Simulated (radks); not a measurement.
Values are calculated unless marked as measured or tabulated.
Q: Successive ionisation energies (eV) of one element, from differences of total energies of ions in their ground configurations, starting at charge 0: 5.949, 10.942, 29.394, 49.137, 74.399, 94.914, 98.976, 120.42, 142.98, 156.12, 173.21, 211.92, 242.82, 247.50, 288.99, 322.75, 357.85, 394.24, 431.87, 619.90, 659.14, 699.03. Code: a radial shooting solver on a logarithmic mesh with Libxc functionals. Model: non-relativistic Kohn-Sham, LDA (Slater exchange, Perdew-Wang correlation), spin-unpolarised, spherical densities, point nucleus; relativity is left out, which matters for an element this heavy. Which element is it?

A: Terbium (Z = 65). The first species listed is Tb in [Xe] 4f9 6s2, the last Tb21+ in [Kr] 4d8.
